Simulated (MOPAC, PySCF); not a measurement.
C₃H₉Ga, SMILES `[CH3][Ga]([CH3])[CH3]`, neutral singlet in the gas phase. 

Z-matrix (Å, degrees):
```
Ga
C 1 1.9885
H 2 1.0903 1 112.35
H 2 1.0915 3 109.03 1 123.93
H 2 1.0943 3 107.75 4 115.86
C 1 1.9889 2 120.15 3 -18.17
H 6 1.0907 1 112.21 2 -155.90
H 6 1.0915 7 109.06 1 -124.11
H 6 1.0947 7 107.57 8 -115.93
C 1 1.9890 2 120.23 3 161.19
H 10 1.0901 1 112.53 2 8.74
H 10 1.0922 11 108.81 1 -123.13
H 10 1.0938 11 108.12 12 -115.72
```
Charge 0, spin multiplicity 1.

All levels are single points at this geometry (B3LYP-D3(BJ)/def2-TZVP); Pople sets use spherical d functions. Orbital energies aren't observables, and empty levels follow the basis.

```json
[
 {"level": "PBE-D3(BJ)/def2-TZVP in PySCF", "HOMO (eV)": "-6.19", "LUMO (eV)": "-1.35", "gap (eV)": "4.84", "dipole (D)": "0.01", "vertical IE, Delta-SCF (eV)": "–"},
 {"level": "ωB97X-D3(BJ)/def2-TZVP in PySCF", "HOMO (eV)": "-9.81", "LUMO (eV)": "1.37", "gap (eV)": "11.18", "dipole (D)": "0.01", "vertical IE, Delta-SCF (eV)": "9.67"},
 {"level": "B3LYP/3-21G in PySCF", "HOMO (eV)": "-6.84", "LUMO (eV)": "-0.50", "gap (eV)": "6.34", "dipole (D)": "0.03", "vertical IE, Delta-SCF (eV)": "–"},
 {"level": "B3LYP/6-31G* in PySCF", "HOMO (eV)": "-6.95", "LUMO (eV)": "-0.68", "gap (eV)": "6.27", "dipole (D)": "0.02", "vertical IE, Delta-SCF (eV)": "9.25"},
 {"level": "B3LYP/LANL2DZ in PySCF", "HOMO (eV)": "-7.09", "LUMO (eV)": "-0.51", "gap (eV)": "6.58", "dipole (D)": "0.03", "vertical IE, Delta-SCF (eV)": "–"},
 {"level": "BP86/6-31G* in PySCF", "HOMO (eV)": "-6.05", "LUMO (eV)": "-1.28", "gap (eV)": "4.77", "dipole (D)": "0.02", "vertical IE, Delta-SCF (eV)": "–"},
 {"level": "M06-2X/6-31G* in PySCF", "HOMO (eV)": "-8.40", "LUMO (eV)": "-0.04", "gap (eV)": "8.35", "dipole (D)": "0.01", "vertical IE, Delta-SCF (eV)": "–"},
 {"level": "PBE/6-31G* in PySCF", "HOMO (eV)": "-5.95", "LUMO (eV)": "-1.19", "gap (eV)": "4.76", "dipole (D)": "0.02", "vertical IE, Delta-SCF (eV)": "–"},
 {"level": "HF/6-31G* in PySCF", "HOMO (eV)": "-10.21", "LUMO (eV)": "2.19", "gap (eV)": "12.40", "dipole (D)": "0.01", "vertical IE, Delta-SCF (eV)": "8.78"},
 {"level": "HF/STO-3G in PySCF", "HOMO (eV)": "-6.60", "LUMO (eV)": "5.44", "gap (eV)": "12.04", "dipole (D)": "0.02", "vertical IE, Delta-SCF (eV)": "–"},
 {"level": "AM1 in MOPAC", "HOMO (eV)": "-10.06", "LUMO (eV)": "-0.99", "gap (eV)": "9.07", "dipole (D)": "0.06", "vertical IE, Delta-SCF (eV)": "–"},
 {"level": "PM3 in MOPAC", "HOMO (eV)": "-9.08", "LUMO (eV)": "-1.69", "gap (eV)": "7.39", "dipole (D)": "0.02", "vertical IE, Delta-SCF (eV)": "–"},
 {"level": "PM6 in MOPAC", "HOMO (eV)": "-10.56", "LUMO (eV)": "0.60", "gap (eV)": "11.15", "dipole (D)": "0.06", "vertical IE, Delta-SCF (eV)": "–"}
]
```
